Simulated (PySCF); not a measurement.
# Two-photon absorption: 3-methanesulfonylphenol (SMILES C1=CC(O)=CC(S(C)(=O)=O)=C1)

Cartesian coordinates in Å; atom numbers follow the order of the lines, from 1:
```xyz
19

C     2.9041   -0.0671    0.2188
S     1.9263    0.3370   -1.2198
O     2.2510   -0.6393   -2.2559
O     2.0755    1.7725   -1.4539
C     0.2490    0.0414   -0.6855
C    -0.2787   -1.2422   -0.7759
C    -1.5889   -1.4409   -0.3391
C    -2.3429   -0.3837    0.1577
C    -1.7991    0.9061    0.2222
O    -2.5806    1.8943    0.6941
C    -0.4859    1.1207   -0.2040
H     2.7505   -1.1219    0.4777
H     3.9457    0.1100   -0.0834
H     2.6226    0.5974    1.0448
H     0.3194   -2.0511   -1.1986
H    -2.0350   -2.4364   -0.3971
H    -3.3709   -0.5298    0.4947
H    -2.1008    2.7292    0.6635
H    -0.0302    2.1151   -0.1927
```

Theory: TDDFT CAM-B3LYP/aug-cc-pVDZ excited states, vertical, gas phase (PySCF 2.14.0). Geometry: PBE0-D3(BJ)/def2-SVP.

Give the one- and two-photon strengths of the lowest singlets.

δ for parallel linear polarisation; σ at the peak of a Lorentzian of half width 0.1 eV, single beam; Ω is circular over linear.
```tsv
state	E (eV)	f	photon λ (nm)	δ (au)	σ (GM)	Ω	main
S1	4.94	0.059	502	7.35	0.07	1.50	HOMO→LUMO 0.81, HOMO−1→LUMO+3 0.10
S2	5.77	0.023	430	29.6	0.36	1.10	HOMO→LUMO+3 0.48, HOMO−1→LUMO 0.38
S3	5.90	0.000	421	2.71	0.03	1.11	HOMO→LUMO+1 0.78
S4	6.24	0.030	397	6.39	0.09	1.48	HOMO−2→LUMO 0.78, HOMO−1→LUMO 0.08
S5	6.48	0.008	382	29.2	0.45	1.34	HOMO→LUMO+2 0.72
S6	6.64	0.645	373	37.8	0.61	0.44	HOMO−1→LUMO 0.45, HOMO→LUMO+3 0.30
```

Among these, the strongest one-photon state is S6, the strongest two-photon state S6, with a dipole change of 0.7 D (relaxed, norm of the difference vector).
